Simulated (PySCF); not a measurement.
Computed properties of Hf(Cl)3(SH) (Cl3HHfS), SMILES [SH][Hf]([Cl])([Cl])[Cl], multiplicity 1

Hf(Cl)3(SH) (Cl3HHfS), SMILES [SH][Hf]([Cl])([Cl])[Cl], multiplicity 1. Geometry optimised at B3LYP-D3(BJ)/def2-SVP. The multiplicity is an assumed one; other spin states were not compared. The def2 effective core potentials stand for the cores of Hf; spin–orbit coupling is left out. Other conformers were not sampled. All values are computed for the isolated molecule unless a solvent is named; none is compared with measurement here.

**Structure.** The optimised structure has Cs symmetry. All 12 harmonic modes at B3LYP-D3(BJ)/def2-SVP (PySCF) are real, so it is a minimum. With heavy atoms numbered as in [Hf:1]([Cl:2])([Cl:3])([Cl:4])[SH:5], the shortest bond between them is Hf1–Cl4 at 2.339 Å and the longest Hf1–S5 at 2.430 Å.

**Vibrations.** The strongest infrared lines (harmonic, unscaled, degenerate partners summed) lie at 392 cm⁻¹ (78 km/mol, Cl 74 %, Hf 23 %), 387 cm⁻¹ (68 km/mol, Cl 77 %, Hf 23 %), 375 cm⁻¹ (32 km/mol, Cl 87 %, Hf 10 %). The softest mode is at 76 cm⁻¹ and the zero-point energy is 7.5 kcal/mol.

**Electronic structure.** PBE0/def2-TZVP (PySCF) places the frontier levels at -8.26 and -2.44 eV, a gap of 5.82 eV, and gives a dipole moment of 0.66 D and a mean polarisability of 95.3 bohr³. PBE/def2-TZVP (PySCF) at the same geometry gives -7.04 and -3.22 eV, so its gap is 2.00 eV narrower. An orbital gap is neither the optical nor the fundamental gap.

**Excitations.** TDDFT-B3LYP/def2-SVPD (PySCF) has S1 at 4.14 eV (299 nm, f = 0.002, weak); the most intense of the 10 singlets computed lies at 5.53 eV (f = 0.04). T1 (TDA) is at 4.01 eV. TDDFT-PBE/def2-SVPD (PySCF) puts S1 at 3.79 eV. No vertical singlet excitation falls in the visible range (under 3.1 eV).
